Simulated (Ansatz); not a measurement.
System: prop-2-enylboronic acid, C$_{3}$H$_{7}$BO$_{2}$ (charge 0, singlet). SMILES: C=CCB(O)O
Geometry from a B3LYP-D3(BJ)/def2-TZVP (Ansatz, a first-principles code) optimisation:
```xyz
13

C      2.5207    -0.6129    -0.3065
C      1.2751    -0.9286     0.0272
C      0.3578    -0.0732     0.8494
B     -0.9376     0.3733     0.0648
O     -1.6440    -0.5874    -0.6126
O     -1.3018     1.6934     0.1102
H      3.1258    -1.2686    -0.9195
H      2.9797     0.3128     0.0229
H      0.8545    -1.8639    -0.3305
H      0.8859     0.8020     1.2315
H      0.0180    -0.6485     1.7217
H     -2.4265    -0.2892    -1.0861
H     -2.1052     1.9291    -0.3649
```

Quantity: atomisation energy (electronic, to ground-state atoms), in kcal/mol. Valence correlation only, unless marked. Open shells are spin-unrestricted. No spin-orbit coupling. Non-relativistic. The coupled-cluster limit lacks core correlation, which all-electron functionals hold. CBS marks a two-point X^-3 extrapolation of the correlation energy; Hartree-Fock from the larger set.

| level | program | atomisation energy (kcal/mol) |
|---|---|---|
| HF/STO-3G | Ansatz | 1124.8 |
| HF/6-31G* | Ansatz | 974.7 |
| HF/aug-cc-pVDZ | Ansatz | 969.7 |
| HF/aug-cc-pVTZ | Ansatz | 985.6 |
| PBE0-D3(BJ)/def2-TZVP | Ansatz + dftd3 | 1333.6 |
| PBE0-D3(BJ)/def2-TZVPD | Ansatz + dftd3 | 1334.0 |
| PBE0-D4/def2-TZVP | Ansatz + dftd4 | 1333.3 |

Q: What does CCSD(T)/CBS(cc-pVTZ,cc-pVQZ) (Ansatz) give?

A: 1328.0 kcal/mol, so PBE0-D4/def2-TZVP differs from it by 5.3 kcal/mol.
